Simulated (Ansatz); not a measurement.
Mulliken charges of `FC(F)=C(F)C(F)(F)F` from r2SCAN/def2-TZVPP in Ansatz (PBE0-D4/def2-TZVP geometry).

```json
{"atom": "F1", "x (Å)": "1.230", "y (Å)": "-1.745", "z (Å)": "0.058", "charge (e)": "-0.131"}
{"atom": "C2", "x (Å)": "1.082", "y (Å)": "-0.650", "z (Å)": "-0.627", "charge (e)": "0.375"}
{"atom": "F3", "x (Å)": "1.945", "y (Å)": "-0.561", "z (Å)": "-1.599", "charge (e)": "-0.136"}
{"atom": "C4", "x (Å)": "0.173", "y (Å)": "0.288", "z (Å)": "-0.397", "charge (e)": "0.042"}
{"atom": "F5", "x (Å)": "0.135", "y (Å)": "1.362", "z (Å)": "-1.182", "charge (e)": "-0.174"}
{"atom": "C6", "x (Å)": "-0.866", "y (Å)": "0.301", "z (Å)": "0.679", "charge (e)": "0.497"}
{"atom": "F7", "x (Å)": "-0.802", "y (Å)": "-0.783", "z (Å)": "1.444", "charge (e)": "-0.157"}
{"atom": "F8", "x (Å)": "-2.090", "y (Å)": "0.367", "z (Å)": "0.147", "charge (e)": "-0.158"}
{"atom": "F9", "x (Å)": "-0.718", "y (Å)": "1.375", "z (Å)": "1.460", "charge (e)": "-0.158"}
```

Task: By hand: the dipole of these point charges (1 e Å = 4.8032 D).

Result: Σ q r = (0.103, -0.166, 0.021) e Å, of length 0.196 e Å = 0.94 D.

Task: How does the dipole of the full density compare? (Estimate.)

Result: The calculation gave: (0.172, -0.139, -0.073) e Å, 1.12 D; the point charges give 0.84 times that, at 31° from its direction.

Point charges leave out the atoms' own dipoles, such as those of lone pairs, and Mulliken's split depends on the basis, so the two needn't agree.
